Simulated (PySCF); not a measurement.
Rigid-rotor lines calculated for a species of formula C3H7Cl3OTi (commonest isotopes; PySCF 2.14.0, PBE0-D3(BJ)/def2-SVP geometry optimisation, gas phase), labelled J(Ka,Kc):

```csv
transition,MHz
"1(1,0) ← 0(0,0)",1668.6
"2(1,1) ← 1(1,0)",2568.4
"2(1,2) ← 1(1,1)",2466.7
"2(0,2) ← 1(0,1)",2512.6
"1(0,1) ← 0(0,0)",1258.8
```

Find the rotational constants.

1(0,1) ← 0(0,0) is B + C, 2(1,1) ← 1(1,0) is 3B + C and 2(1,2) ← 1(1,1) is B + 3C, so B − C is half the difference of the last two, 50.9 MHz. 1(1,0) ← 0(0,0) is A + B. A = 1013.8, B = 654.8, C = 604.0 MHz.

What moments of inertia, asymmetry and inertial defect follow?

I = 505379 MHz·u·Å² over each constant: Ia = 498.51, Ib = 771.79, Ic = 836.76 u·Å²; κ = (2B − A − C)/(A − C) = -0.752 (asymmetric top); Δ = Ic − Ia − Ib = -433.54 u·Å².

Which dipole components do these lines need?

μa and μc (a-type: ΔKa even, ΔKc odd; c-type: ΔKa odd, ΔKc even). The calculation gives |μa| = 3.90 D, |μb| = 0.07 D, |μc| = 0.80 D.

Where do these fall, and of which type are they? 2(1,2) ← 2(0,2); 3(2,2) ← 2(1,2); 4(3,2) ← 3(3,1); 3(0,3) ← 2(0,2); 4(3,2) ← 3(2,2); 4(2,3) ← 3(1,3); 4(1,4) ← 3(1,3); 2(2,1) ← 1(1,1); 4(0,4) ← 3(0,3).

```json
{"transition": "2(1,2) ← 2(0,2)", "MHz": "313", "type": "c", "branch": "Q"}
{"transition": "2(2,1) ← 1(1,1)", "MHz": "3696", "type": "c", "branch": "R"}
{"transition": "3(0,3) ← 2(0,2)", "MHz": "3757", "type": "a", "branch": "R"}
{"transition": "4(1,4) ← 3(1,3)", "MHz": "4924", "type": "a", "branch": "R"}
{"transition": "4(0,4) ← 3(0,3)", "MHz": "4988", "type": "a", "branch": "R"}
{"transition": "3(2,2) ← 2(1,2)", "MHz": "5006", "type": "c", "branch": "R"}
{"transition": "4(3,2) ← 3(3,1)", "MHz": "5044", "type": "a", "branch": "R"}
{"transition": "4(2,3) ← 3(1,3)", "MHz": "6340", "type": "c", "branch": "R"}
{"transition": "4(3,2) ← 3(2,2)", "MHz": "6969", "type": "c", "branch": "R"}
```

Which structure gave them?

[Ti(OCHMe2)Cl3] (`CC(C)[O][Ti]([Cl])([Cl])[Cl]`), point group C1. Three constants can't fix a structure by themselves; this is the one that was computed:
```xyz
15
C3H7Cl3OTi angstrom
C     -0.735   -1.631    0.182
C     -0.591   -0.330   -0.582
C     -1.472    0.791   -0.067
O      0.761    0.084   -0.507
Ti     2.160    0.837    0.116
Cl     2.157    0.495    2.275
Cl     3.915   -0.056   -0.823
Cl     2.005    2.979   -0.287
H     -0.072   -2.401   -0.237
H     -0.470   -1.478    1.239
H     -1.772   -1.994    0.126
H     -0.793   -0.500   -1.655
H     -1.279    1.720   -0.623
H     -2.534    0.528   -0.182
H     -1.269    0.974    0.999
```

The values belong to one conformer (point group C1) with, in the numbering `[CH3:1][CH:2]([CH3:3])[O:4][Ti:5]([Cl:6])([Cl:7])[Cl:8]`, C1–C2–O4–Ti5 -87°. No frequency check. No vibrational averaging or centrifugal distortion is included, and the geometry carries the error of its method. A rigid rotor knows nothing of internal rotation, which can split or shift real lines. Quadrupole hyperfine structure (35Cl) is left out.

On one thread, Arm Neoverse V1, no GPU, on a shared host, this took 8.1 min. That covers the optimisation of the geometry.
